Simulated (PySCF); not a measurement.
Si(CCH)2(H)(Me), SMILES C([SiH](C#C)C)#C (C5H6Si) (PBE0/def2-SVP optimised geometry):

```
12

Si    -1.833    -0.709     0.000
C     -2.481    -1.627     1.495
C     -2.425    -1.508    -1.547
C     -2.837    -2.042    -2.559
C      0.006    -0.709     0.000
C      1.223    -0.706     0.024
H     -2.299     0.709     0.000
H     -3.582    -1.626     1.497
H     -2.133    -2.671     1.486
H     -2.127    -1.149     2.421
H     -3.199    -2.513    -3.457
H      2.299    -0.704     0.041
```

Calculation: PBE0/def2-TZVP in PySCF.

What are the frontier orbital energies and the dipole moment?

HOMO-2 -8.31 eV, HOMO-1 -8.12 eV, HOMO -8.04 eV, LUMO -0.43 eV, LUMO+1 -0.29 eV; dipole moment 0.67 D.

On the same geometry PBE/def2-TZVP run with PySCF gives HOMO-2 -7.08 eV, HOMO-1 -6.92 eV, HOMO -6.85 eV, LUMO -1.35 eV, LUMO+1 -1.23 eV; dipole moment 0.69 D.

Meta-Löwdin charges at PBE0/def2-TZVP: Si1 0.81, C2 -0.60, C3 -0.29, C4 -0.15, C5 -0.29, C6 -0.15, H7 -0.09, H8 0.14, H9 0.14, H10 0.14, H11 0.18, H12 0.18.
